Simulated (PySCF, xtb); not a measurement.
C₃H₁₁BSi, SMILES CB(C)C[SiH3]. One conformer was computed; it need not be the lowest.

Harmonic wavenumbers (cm⁻¹) from GFN2-xTB (xtb) at its own minimum, in rising order: 28, 64, 81, 107, 125, 291, 310, 377, 510, 528, 673, 728, 752, 777, 787, 790, 797, 856, 872, 897, 996, 1100, 1189, 1191, 1387, 1393, 1469, 1494, 1495, 1498, 1503, 2226, 2241, 2251, 2972, 2981, 2993, 2998, 3017, 3021, 3030, 3031.

Problem. What does PBE-D3(BJ)/def2-SVP run with PySCF give at its own minimum? (Estimate from the structure and the level; the computed values follow.)

Solution. 54, 71, 114, 121, 135, 307, 330, 388, 516, 559, 625, 658, 721, 775, 809, 844, 886, 895, 915, 918, 957, 995, 1151, 1164, 1257, 1282, 1356, 1368, 1375, 1396, 1399, 2154, 2162, 2165, 2944, 2948, 2978, 3023, 3025, 3051, 3066, 3067. Paired by order, the mean absolute difference is 49 cm⁻¹ and the zero-point energies are 79.8 and 78.5 kcal/mol.
